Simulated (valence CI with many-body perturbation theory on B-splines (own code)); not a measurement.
Results of a calculation; reference values are marked as such.
## Level structure of Ag XLIII

Method: configuration interaction combined with many-body perturbation theory (CI+MBPT): three valence electrons over a frozen Dirac-Fock core [He], a basis of 11 s, 11 p, 10 d, 8 f, 5 g, 2 h functions for each j, with the one-electron correlation potential Σ1 (screened to all orders), the two-electron term Σ2, the three-electron term Σ3, Breit, model QED; selected single and double excitations, second order for the rest, scaled by the run's own slope (own B-spline code, finite nucleus).

No measured spectrum was set against this ion. As an estimate, large intervals hold to a few tenths of a per cent, small ones and those within an open d or f shell to about a per cent.

Levels 46 to 90 of 197, with energies above the lowest level, (2s^2 2p1/2) J=1/2. "Leading %" is the weight of the configuration and term that name the level; weights of strongly mixed levels are sums over their largest components and can fall short. In the jj column 3d3/2^4 stands for four electrons in 3d with j = 3/2.

| No. | Configuration | Term | J | E (Ry) | Leading % | Second component | g | Leading jj |
| --- | --- | --- | --- | --- | --- | --- | --- | --- |
| 46 | 2s 2p 3s | 2P° | 3/2 | 305.07 | 84 | 12 % 2s 2p 3s 4P° | 1.370 | 2s 2p3/2 3s (95 %) |
| 47 | 2p2 3p | 2P° | 3/2 | 306.40 | 28 | 24 % 2p2 3p 4D° | 1.333 | 2p1/2^2 3p3/2 (93 %) |
| 48 | 2s 2p 3p | 4D | 7/2 | 307.68 | 100 |  | 1.418 | 2s 2p3/2 3p3/2 (100 %) |
| 49 | 2s 2p 3p | 2P | 3/2 | 307.92 | 53 | 27 % 2s 2p 3p 4S | 1.450 | 2s 2p3/2 3p3/2 (88 %) |
| 50 | 2p2 3d | 4F | 3/2 | 308.30 | 25 | 18 % 2p2 3d 2D | 0.859 | 2p1/2^2 3d3/2 (67 %) |
| 51 | 2s 2p 3p | 2P | 1/2 | 308.32 | 60 | 18 % 2s 2p 3p 2S | 1.120 | 2s 2p3/2 3p1/2 (93 %) |
| 52 | 2s 2p 3p | 2D | 3/2 | 308.57 | 40 | 12 % 2s 2p 3p 2P | 0.938 | 2s 2p3/2 3p1/2 (62 %) |
| 53 | 2s 2p 3p | 2D | 5/2 | 308.83 | 47 | 45 % 2s 2p 3p 4P | 1.381 | 2s 2p3/2 3p3/2 (95 %) |
| 54 | 2s 2p 3p | 2S | 1/2 | 308.95 | 57 | 27 % 2s 2p 3p 2P | 1.532 | 2s 2p3/2 3p3/2 (89 %) |
| 55 | 2p2 3d | 2D | 5/2 | 310.15 | 29 | 21 % 2p2 3d 4D | 1.200 | 2p1/2^2 3d5/2 (96 %) |
| 56 | 2s 2p 3d | 4D° | 5/2 | 310.84 | 48 | 20 % 2s 2p 3d 4F° | 1.247 | 2s 2p3/2 3d3/2 (97 %) |
| 57 | 2s 2p 3d | 4P° | 3/2 | 311.02 | 44 | 40 % 2s 2p 3d 4D° | 1.374 | 2s 2p3/2 3d3/2 (96 %) |
| 58 | 2s 2p 3d | 4F° | 7/2 | 311.05 | 46 | 41 % 2s 2p 3d 4D° | 1.293 | 2s 2p3/2 3d3/2 (73 %) |
| 59 | 2s 2p 3d | 4P° | 1/2 | 311.13 | 84 | 12 % 2s 2p 3d 4D° | 2.284 | 2s 2p3/2 3d3/2 (96 %) |
| 60 | 2s 2p 3d | 4F° | 9/2 | 311.26 | 100 |  | 1.324 | 2s 2p3/2 3d5/2 (100 %) |
| 61 | 2p2 3s | 4P | 3/2 | 311.59 | 75 | 11 % 2p2 3s 2P | 1.605 | 2p1/2 2p3/2 3s (86 %) |
| 62 | 2s 2p 3p | 2D | 5/2 | 311.78 | 56 | 17 % 2p2 3s 2D | 1.281 | 2s 2p3/2 3p3/2 (72 %) |
| 63 | 2s 2p 3d | 2D° | 5/2 | 312.37 | 45 | 32 % 2s 2p 3d 4P° | 1.303 | 2s 2p3/2 3d5/2 (99 %) |
| 64 | 2p2 3s | 2P | 1/2 | 312.44 | 56 | 28 % 2p2 3s 4P | 1.336 | 2p1/2 2p3/2 3s (84 %) |
| 65 | 2s 2p 3p | 2P | 3/2 | 312.48 | 31 | 27 % 2p2 3s 2D | 1.190 | 2p1/2 2p3/2 3s (50 %) |
| 66 | 2s 2p 3d | 2D° | 3/2 | 312.70 | 43 | 26 % 2s 2p 3d 2P° | 1.140 | 2s 2p3/2 3d5/2 (89 %) |
| 67 | 2s 2p 3d | 2F° | 7/2 | 313.13 | 76 | 24 % 2s 2p 3d 4D° | 1.202 | 2s 2p3/2 3d5/2 (73 %) |
| 68 | 2s 2p 3p | 2S | 1/2 | 313.20 | 61 | 21 % 2s 2p 3p 2P | 1.687 | 2s 2p3/2 3p3/2 (91 %) |
| 69 | 2p2 3s | 2D | 5/2 | 313.24 | 39 | 31 % 2p2 3s 4P | 1.316 | 2p1/2 2p3/2 3s (69 %) |
| 70 | 2p2 3s | 2D | 3/2 | 313.65 | 35 | 26 % 2s 2p 3p 2P | 1.089 | 2p1/2 2p3/2 3s (58 %) |
| 71 | 2s 2p 3d | 2P° | 1/2 | 313.79 | 77 | 12 % 2s 2p 3d 4D° | 0.727 | 2s 2p3/2 3d5/2 (93 %) |
| 72 | 2p2 3p | 4P° | 1/2 | 314.34 | 43 | 27 % 2p2 3p 4D° | 1.676 | 2p1/2 2p3/2 3p1/2 (93 %) |
| 73 | 2p2 3p | 4D° | 3/2 | 314.63 | 50 | 22 % 2p2 3p 2D° | 1.141 | 2p1/2 2p3/2 3p1/2 (91 %) |
| 74 | 2s 2p 3d | 2F° | 5/2 | 314.85 | 38 | 23 % 2p2 3p 2F° | 0.992 | 2s 2p3/2 3d3/2 (55 %) |
| 75 | 2s 2p 3d | 2D° | 3/2 | 315.46 | 67 | 19 % 2s 2p 3d 2P° | 0.913 | 2s 2p3/2 3d3/2 (82 %) |
| 76 | 2s 2p 3d | 2P° | 1/2 | 315.78 | 87 | 11 % 2s 2p 3d 4D° | 0.623 | 2s 2p3/2 3d3/2 (95 %) |
| 77 | 2s 2p 3d | 2F° | 5/2 | 315.80 | 30 | 21 % 2p2 3p 2F° | 1.038 | 2p1/2 2p3/2 3p1/2 (54 %) |
| 78 | 2s 2p 3d | 2F° | 7/2 | 315.93 | 80 | 9 % 2s 2p 3d 4D° | 1.171 | 2s 2p3/2 3d5/2 (95 %) |
| 79 | 2s 2p 3d | 2D° | 5/2 | 316.67 | 66 | 24 % 2s 2p 3d 2F° | 1.137 | 2s 2p3/2 3d5/2 (94 %) |
| 80 | 2s 2p 3d | 2P° | 3/2 | 316.87 | 81 | 6 % 2s 2p 3d 4D° | 1.297 | 2s 2p3/2 3d5/2 (94 %) |
| 81 | 2p2 3p | 2P° | 3/2 | 317.02 | 39 | 26 % 2p2 3p 2D° | 1.357 | 2p1/2 2p3/2 3p1/2 (96 %) |
| 82 | 2p2 3p | 4D° | 5/2 | 318.61 | 53 | 34 % 2p2 3p 4P° | 1.417 | 2p1/2 2p3/2 3p3/2 (99 %) |
| 83 | 2p2 3p | 4P° | 1/2 | 318.88 | 36 | 32 % 2p2 3p 2P° | 1.670 | 2p1/2 2p3/2 3p3/2 (98 %) |
| 84 | 2p2 3p | 2D° | 3/2 | 319.23 | 50 | 28 % 2p2 3p 4P° | 1.188 | 2p1/2 2p3/2 3p3/2 (98 %) |
| 85 | 2p2 3p | 2F° | 7/2 | 319.66 | 57 | 40 % 2p2 3p 4D° | 1.247 | 2p1/2 2p3/2 3p3/2 (97 %) |
| 86 | 2p2 3p | 2P° | 3/2 | 320.26 | 42 | 27 % 2p2 3p 4S° | 1.388 | 2p1/2 2p3/2 3p3/2 (98 %) |
| 87 | 2p2 3p | 2D° | 5/2 | 320.81 | 56 | 21 % 2p2 3p 2F° | 1.183 | 2p1/2 2p3/2 3p3/2 (97 %) |
| 88 | 2p2 3d | 4F | 3/2 | 321.16 | 43 | 30 % 2p2 3d 2P | 0.932 | 2p1/2 2p3/2 3d3/2 (98 %) |
| 89 | 2p2 3d | 4F | 5/2 | 321.26 | 54 | 40 % 2p2 3d 2F | 0.969 | 2p1/2 2p3/2 3d3/2 (97 %) |
| 90 | 2p2 3d | 4D | 1/2 | 321.39 | 80 | 14 % 2p2 3d 2P | 0.221 | 2p1/2 2p3/2 3d3/2 (100 %) |
